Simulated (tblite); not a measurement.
Species: C7H17OP.
Cartesian coordinates in Å at the GFN2-xTB level; atoms count from 1:
```
atom  x, y, z in Å
C1     1.8085   -1.3540    0.2551
C2     1.3360   -0.2957   -0.7292
C3     2.4513    0.6718   -1.1052
P4    -0.1070    0.7183   -0.1430
C5     0.3973    1.4688    1.4568
O6    -0.5095    1.7257   -1.1330
C7    -1.4807   -0.4658    0.2751
C8    -1.8573   -1.2171   -0.9941
C9    -2.6503    0.3659    0.7835
H10    2.1835   -0.8914    1.1656
H11    1.0059   -2.0396    0.5176
H12    2.6184   -1.9332   -0.1870
H13    0.9762   -0.7762   -1.6475
H14    2.9071    1.1029   -0.2154
H15    3.2291    0.1634   -1.6725
H16    2.0449    1.4783   -1.7127
H17   -0.3832    2.1707    1.7430
H18    0.5457    0.7329    2.2405
H19    1.3138    2.0322    1.2926
H20   -1.1580   -1.1651    1.0504
H21   -2.7752   -1.7847   -0.8482
H22   -1.0722   -1.9091   -1.2926
H23   -2.0159   -0.5025   -1.8004
H24   -2.4200    0.8241    1.7433
H25   -3.5381   -0.2533    0.9041
H26   -2.8712    1.1551    0.0665
```

Method: GFN2-xTB as coded in tblite; computed harmonic values from a numerical Hessian at the method's own geometry, unscaled. Against measured fundamentals such values can be off by several per cent, at times by over 20. One conformer, not necessarily the lowest.

Harmonic wavenumbers (cm⁻¹): 43.2, 50.7, 132.8, 143.0, 174.9, 187.7, 202.0, 209.7, 213.2, 227.6, 246.9, 271.1, 273.8, 318.4, 345.8, 383.9, 417.9, 468.9, 613.8, 679.4, 755.4, 827.1, 840.0, 927.5, 930.2, 938.6, 942.8, 983.9, 986.5, 1019.4, 1034.8, 1132.5, 1145.2, 1169.7, 1173.8, 1232.6, 1245.2, 1266.0, 1290.2, 1294.6, 1306.4, 1401.2, 1404.5, 1414.1, 1416.2, 1428.1, 1445.5, 1487.5, 1488.8, 1489.5, 1496.7, 1497.7, 1500.4, 1501.5, 1504.9, 2900.6, 2938.3, 3007.9, 3008.8, 3011.4, 3012.4, 3013.8, 3015.6, 3020.7, 3021.7, 3025.8, 3026.5, 3028.3, 3030.4, 3030.9, 3035.0, 3040.8.

A = 1851, B = 1045, C = 931.3 MHz; mass 148.102 u (most abundant isotopes); point group C1, symmetry number 1.

Zero-point energy?

½Σν̃ = 49846 cm⁻¹ = 142.52 kcal/mol.

Give the ideal-gas entropy at 200 K and 1 bar in the rigid-rotor, harmonic-oscillator model (classical rotation).

Translation 38.93, rotation 28.38, vibration 27.02: S = 94.3 cal/(mol K).

And Cp and H(200 K) − H(0)?

Cp = 37.96 cal/(mol K), of which vibrations give 30.01 (their classical limit is 72 R = 143.1); H(200 K) − H(0) = 4.64 kcal/mol without the zero-point energy, 3.05 from vibrations.

Which modes carry the vibrational entropy at 200 K?

43.2 cm⁻¹: 4.32; 50.7 cm⁻¹: 4.00; 132.8 cm⁻¹: 2.15; 143.0 cm⁻¹: 2.02; 174.9 cm⁻¹: 1.66; 187.7 cm⁻¹: 1.53 cal/(mol K); the other 66 give 11.34 together.

What must be added to the electronic energy to get the Gibbs energy at 200 K and 1 bar?

ZPE + [H(200 K) − H(0)] − T·S = 142.52 + 4.64 − 18.87 = 128.29 kcal/mol.

How do the functions run with temperature in this model?

```tsv
T (K)	S (cal/(mol K))	Cp (cal/(mol K))	H − H(0) (kcal/mol)	G − H(0) (kcal/mol)	ln q(vib)
150	84.3	31.9	2.89	-9.75	4.00
250	103.4	43.8	6.69	-19.17	7.82
298.15	111.6	49.7	8.94	-24.35	9.63
400	128.0	62.1	14.63	-36.56	13.35
600	157.3	82.9	29.24	-65.15	20.37
900	195.3	104.1	57.52	-118.20	30.20
```

q(vib) and H(0) count from the zero-point level.

Hindered rotation and anharmonicity are outside this model. Other conformers, if any are populated, would add a mixing term that is left out. The structure is chiral; the term R ln 2 for an equal mix with its mirror image is left out.
